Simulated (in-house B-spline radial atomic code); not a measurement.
The numbers below are computed, except where a source is named.
**Ni in an electron gas of r_s = 2: phase shifts, screening, friction and resistivity**

A nucleus sits in a uniform electron gas with a rigid positive background. The Kohn-Sham equations are solved self-consistently in the spin-unpolarised LDA (PW92), non-relativistic, on B-splines with outgoing waves at the boundary and partial waves to l = 8. The model has no lattice, no bands and no magnetic solution. Atomic units; δ_l are the phase shifts at the Fermi level, counted so that each bound state adds π, and good to about 0.0005.

The density parameter is r_s = 2 bohr, near that of the valence electrons of Si (4 per atom, density 2.33 g/cm³, mass 28.09 u, which gives r_s = 2.01).

```csv
l,δ_l (rad)
0,9.2696
1,6.5461
2,2.9482
3,0.0346
4,0.0076
5,0.0013
6,0.0002
7,-0.0001
8,-0.0001
```

Bound levels below the band bottom (hartree): s -297.1, s -34.58, p -30.14, s -3.279, p -1.93.

Q: Check the Friedel sum rule, and say where the screening charge sits.

A: k_F = (9π/4)^(1/3)/r_s = 0.95958. The rule is Z = (2/π) Σ (2l + 1) δ_l. The terms are s 5.901, p 12.502, d 9.384, f 0.154 and 0.052 beyond, in all 27.994 against Z = 28. Bound states hold 6 s, 12 p, 0 d electrons, so the scattering states carry 9.99 in all; where a term is smaller than its bound count, the bound level has drawn weight out of the band.

Q: Find the transport cross section and the electronic stopping of a 10 keV Ni ion (mass 58.69 u).

A: σ_tr = (4π/k_F²) Σ (l + 1) sin²(δ_l − δ_(l+1)). The terms for l = 0 to 3 are 0.1649, 0.3883, 0.1533, 0.0029, all together 0.7096, so σ_tr = 13.647 × 0.7096 = 9.683 bohr². With n = 3/(4π r_s³) = 0.02984, the friction coefficient is Q = n k_F σ_tr = 0.2773. For v well below v_F = 0.960, dE/dx = Q v; with 24801 eV per u at v = 1, v = √(10000/(24801 × 58.69)) = 0.0829, so dE/dx = 0.02298 hartree/bohr = 11.8 eV/nm. The largest term couples the p and d waves.

Q: What residual resistivity would 1 atomic per cent of such centres give in a metal of this density?

A: Δρ = k_F n_i σ_tr/n in atomic units of 21.74 μΩ·cm. With one host atom per 4 electrons, n_i/n = 0.01/4, so Δρ = 0.9596 × 0.00250 × 9.683 × 21.74 = 0.51 μΩ·cm. This is an atom added to the gas, as on an interstitial site.

Q: On a substitutional site the background of one host ion, a sphere holding 4 charges, is taken out. The phase shifts for l = 0 to 4 become 8.5886, 5.8091, 2.5266, -0.0923, -0.0249. What follows?

A: The Friedel sum is now 23.99, for Z − 4 = 24. The sum in σ_tr is 0.9327, so σ_tr = 12.73 bohr² and Δρ = 0.66 μΩ·cm per atomic per cent, 1.31 times the value above. A real host ion scatters too, so this model doesn't give zero even for the host's own atom.
